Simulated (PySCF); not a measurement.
H3O3Si, H5O2Si2, AlH4O2Si, H5OSi2 (calculated)

Computed with PySCF 2.14.0. Calculation on a computer-drawn molecule: optimised geometry and harmonic frequencies of an isolated molecule of the commonest isotopes, restricted reference for singlets and unrestricted otherwise, frozen core in MP2.

(1) H3O3Si

Start structure:
```xyz
7
H3O3Si
O      0.7030     0.3785    -1.8483
Si     0.7886     1.7939    -0.8657
O      1.9096     1.2747     0.3833
O     -0.5977     1.5044     0.1394
H      0.4006    -0.3634    -1.3461
H      2.7709     1.6198     0.2299
H     -0.3141     1.2866     1.0128
```

- charge: -1
- multiplicity: 1
- method: MP2
- basis: aug-cc-pV(D+d)Z
- rotational constants: 7.017, 6.01, 4.057 GHz
- total energy: -516.1593 hartree
- convergence status largest gradient component: 2.077e-05 hartree/bohr

Drawn bonds:
```
atom  other atom  order
   1           2      1
   2           3      1
   2           4      1
   1           5      1
   3           6      1
   4           7      1
```

Optimised structure:
```xyz
7
H3O3Si
O      0.7044     0.3528    -1.9075
Si     0.8156     1.7765    -0.8799
O      1.9379     1.2522     0.4239
O     -0.6072     1.4251     0.1281
H      0.3033    -0.3565    -1.3770
H      2.7833     1.6985     0.2818
H     -0.2764     1.3459     1.0360
```

Modes:
```
frequency (cm⁻¹)  reduced mass (dalton)
           128.7                   1.75
           215.5                  2.129
           232.2                  1.082
           293.8                  2.256
           342.7                  4.571
           402.3                  1.611
           598.8                  10.54
           640.3                   11.7
           663.9                   13.8
           858.2                  1.102
           911.1                  1.154
           930.7                  1.227
            3751                  1.065
            3801                  1.065
            3847                  1.066
```

(2) H5O2Si2

Start structure:
```xyz
9
H5O2Si2
O     -2.1291    -1.2962     0.3393
Si    -0.6756    -0.6160     0.5758
O     -0.3317     0.4023    -0.6260
Si     0.1663     1.7840    -1.2409
H     -2.3945    -1.6111    -0.4864
H      0.4091    -1.6930     0.4785
H     -0.8587    -0.0178     1.8849
H     -0.7382     2.8760    -0.9263
H      1.5342     2.0502    -0.7583
```

* charge: 0
* multiplicity: 2
* method: HF
* basis: cc-pV(D+d)Z
* rotational constants: 13.43, 2.139, 1.962 GHz
* total energy: -730.6099 hartree
* spin squared: 0.7531
* convergence status largest gradient component: 2.405e-06 hartree/bohr

Drawn bonds:
```
atom  other atom  order
   1           2      1
   2           3      1
   3           4      1
   1           5      1
   2           6      1
   2           7      1
   4           8      1
   4           9      1
```

Optimised structure:
```xyz
9
H5O2Si2
O     -2.1590    -1.2196     0.0709
Si    -0.7336    -0.6471     0.6471
O     -0.0283     0.3857    -0.4098
Si    -0.0030     1.8295    -1.2019
H     -2.1588    -1.7947    -0.6794
H      0.2209    -1.7472     0.8668
H     -1.0633     0.0544     1.8953
H     -0.4775     2.9140    -0.3066
H      1.3845     2.1034    -1.6419
```

Modes:
```
frequency (cm⁻¹)  reduced mass (dalton)
           35.52                  1.734
           60.36                  1.923
           100.5                  3.801
             247                  1.179
           370.1                  4.913
           600.6                  5.975
           691.5                  1.203
           773.1                  1.137
           837.6                  1.138
           873.2                  1.334
           894.7                  2.126
           937.6                  1.626
           998.9                  1.117
            1036                  1.274
            1050                  1.123
            1123                  5.663
            2277                  1.032
            2300                  1.051
            2344                  1.046
            2368                  1.036
            4176                  1.067
```

(3) AlH4O2Si

Start structure:
```xyz
8
AlH4O2Si
O      0.3892     0.9126    -2.2646
Si    -0.4627     1.4831    -0.9742
O      0.2097     0.7600     0.2944
Al     1.0149    -0.0910     1.5278
H      0.2005     1.2164    -3.1756
H     -0.1740     2.8473    -0.8523
H     -1.7741     1.1175    -1.0335
H      2.4242     0.3538     1.9505
```

- charge: 0
- multiplicity: 2
- method: HF
- basis: cc-pV(D+d)Z
- rotational constants: 14.15, 2.191, 1.96 GHz
- total energy: -683.0361 hartree
- spin squared: 0.7563
- convergence status largest gradient component: 5.815e-06 hartree/bohr

Drawn bonds:
```
atom  other atom  order
   1           2      1
   2           3      1
   3           4      1
   1           5      1
   2           6      1
   2           7      1
   4           8      1
```

Optimised structure:
```xyz
8
AlH4O2Si
O      0.3288     0.8790    -2.3552
Si    -0.3647     1.4798    -0.9863
O      0.3776     0.7838     0.2714
Al     1.2603    -0.2667     1.2668
H      0.0457     1.2042    -3.1960
H     -0.1964     2.9472    -0.9370
H     -1.8088     1.1632    -0.9664
H      2.1852     0.4093     2.3752
```

Modes:
```
frequency (cm⁻¹)  reduced mass (dalton)
           38.11                  1.185
           57.95                  4.652
            83.8                  4.157
             126                  1.087
           362.7                  7.133
           556.5                  4.208
           660.7                  1.298
           766.6                  1.436
           800.5                  1.069
           827.1                  1.121
           892.3                  6.498
            1063                  1.272
            1080                  1.087
            1131                  10.42
            1889                  1.044
            2301                  1.052
            2325                  1.028
            4182                  1.067
```

(4) H5OSi2

Start structure:
```xyz
8
H5OSi2
O     -0.3043     1.2006     0.8893
Si     0.3869     0.4089     2.2332
Si    -0.5670    -1.4718     2.6948
H     -1.2870     1.6408     1.3390
H      1.9436     0.0318     1.9193
H      0.5925     1.2655     3.4666
H      0.2838    -2.5531     3.4267
H     -1.7752    -1.2461     3.3605
```

* charge: -1
* multiplicity: 1
* method: HF
* basis: aug-cc-pV(D+d)Z
* rotational constants: 15.84, 3.39, 2.962 GHz
* total energy: -655.6858 hartree
* convergence status largest gradient component: 1.626e-05 hartree/bohr

Drawn bonds:
```
atom  other atom  order
   1           2      1
   2           3      1
   1           4      1
   2           5      1
   2           6      1
   3           7      1
   3           8      1
```

Optimised structure:
```xyz
8
H5OSi2
O     -0.3420     1.5289     1.3197
Si     0.4124     0.4244     2.3737
Si    -0.8469    -1.5847     2.5170
H     -0.9777     1.1025     0.7694
H      1.7901     0.1906     1.8115
H      0.6832     1.2777     3.5791
H      0.2313    -2.4220     3.2050
H     -1.6771    -1.2408     3.7541
```

Modes:
```
frequency (cm⁻¹)  reduced mass (dalton)
           129.4                  1.149
           188.4                  4.496
           317.5                   1.13
           398.2                  3.452
           418.5                  1.226
           613.4                  1.193
           705.8                  1.216
             796                  3.466
           804.3                  1.358
           896.6                  1.109
            1004                  1.054
            1037                  1.067
            1058                  1.125
            2018                  1.046
            2036                  1.033
            2137                  1.047
            2174                  1.033
            4180                  1.066
```

(5) H5O2Si2

Start structure:
```xyz
9
H5O2Si2
O     -0.1456     0.2836     0.5032
Si    -0.1525    -0.7280    -0.6888
O      1.2863    -1.2737    -1.2299
Si    -0.8495    -2.6949     0.4685
H     -0.0466     1.1965     0.5109
H     -1.0203    -0.4176    -1.8498
H      2.0079    -0.9873    -1.7520
H     -0.1269    -3.2825     1.6600
H     -1.9554    -3.5563     0.2239
```

- charge: 1
- multiplicity: 1
- method: HF
- basis: cc-pV(D+d)Z
- rotational constants: 6.067, 3.147, 2.364 GHz
- total energy: -730.3184 hartree
- convergence status largest gradient component: 3.16e-05 hartree/bohr

Drawn bonds:
```
atom  other atom  order
   1           2      1
   2           3      1
   2           4      1
   1           5      1
   2           6      1
   3           7      1
   4           8      1
   4           9      1
```

Optimised structure:
```xyz
9
H5O2Si2
O     -0.1380     0.2678     0.5383
Si    -0.1029    -0.7621    -0.7039
O      1.3325    -1.3422    -1.1626
Si    -0.8351    -2.7145     0.4800
H     -0.0899     1.2145     0.4903
H     -0.9913    -0.4052    -1.8083
H      1.9198    -0.9603    -1.8031
H     -0.0941    -3.2086     1.6478
H     -2.0036    -3.5497     0.1676
```

Modes:
```
frequency (cm⁻¹)  reduced mass (dalton)
           37.09                  1.848
           97.34                  1.419
           193.9                  2.883
           201.3                  1.296
             294                   1.15
           344.5                  4.503
           420.5                  4.096
           523.8                  1.476
           681.5                  1.197
           721.5                  1.083
           745.5                  1.144
           854.2                  2.158
           920.1                  1.198
           922.5                  2.115
            1053                  1.127
            1058                  5.558
            2386                  1.031
            2415                   1.05
            2419                  1.047
            4120                  1.068
            4126                  1.068
```
